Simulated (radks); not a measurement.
Spin polarisation of the 2p2 shell in F3+. Start: [He] 2s2 2p(up 1, down 1); electrons of 2p are moved from spin down to spin up, other shells keep equal spins. Method: scalar-relativistic Kohn-Sham, LDA (Slater exchange, Perdew-Wang correlation), spin-polarised, spherical densities, finite nucleus; Fermi nuclear charge, rms radius of each element as measured or else 0.836 A^(1/3) + 0.57 fm; computed with a radial shooting solver on a logarithmic mesh with Libxc functionals.

moment (Bohr magnetons)  E - E(0) (eV)  e(2p up) (eV)  e(2p down) (eV)  2s down minus up (eV)  1s down minus up (eV)
0                                0.000        -72.850          -72.850                  0.000                  0.000
0.5                             -0.177        -73.520          -72.102                  1.298                  0.647
1                               -0.710        -74.118          -71.265                  2.613                  1.297
1.5                             -1.606        -74.649          -70.327                  3.963                  1.949
2                               -2.876        -75.112          -69.270                  5.364                  2.606

At moment 2 the spin-polarisation energy is -2.876 eV and the 2p exchange splitting 5.842 eV, that is 2.921 eV per Bohr magneton; E = -I m^2/4 would give I = 2.876 eV.
